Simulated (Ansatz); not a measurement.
Reaction (ligand exchange at a B–O bond): `OBO[SiH2][SiH3]` + CH₃OH → `COBO` + `O[SiH2][SiH3]`

Program: Ansatz. Geometries: PBE0-D4/def2-TZVP. ΔE: electronic, gas phase. CBS: MP2 limit from def2 TZ/QZ plus the TZ coupled-cluster correction, frozen cores. This one scheme is used for every species. DFT in def2-TZVPP. B3LYP here is the variant with VWN-RPA as its local correlation; programs differ in this. One conformer a species, not always the lowest.

| level | ΔE (kJ/mol) |
| --- | --- |
| B3LYP-D4 | 0.3 |
| B2PLYP | -2.0 |
| BHLYP | -1.0 |
| HF/def2-TZVPP | 1.8 |

What does CCSD(T)/CBS give? (Best estimate.)

The calculation gave: +1.0 kJ/mol. The listed levels differ from it by -0.7, -3.0, -2.0, 0.8 kJ/mol.

What do rigid-rotor, harmonic-oscillator terms from PBE0-D4/def2-TZVP frequencies (298.15 K, 1 bar) make of the CCSD(T)/CBS value? (Estimate.)

Ansatz gave: ΔZPE = -0.6 kJ/mol, ΔH = -0.3 kJ/mol, ΔS = 1 J/(mol·K), ΔG = -0.7 kJ/mol.

Largest T1 diagnostic among the species: 0.013.

The D4 term adds +3.6 kJ/mol with B3LYP and +2.2 kJ/mol with PBE0; it sums over pairs of atoms, weighted by their polarisabilities, and B3LYP, whose exchange is more repulsive, gets the larger term. Leaving LDA and LC-ωPBE aside and taking each functional with its dispersion term where it has one, the values, not all of them listed here, spread over 4.9 kJ/mol, from PBE-D4 to BHLYP-D4.
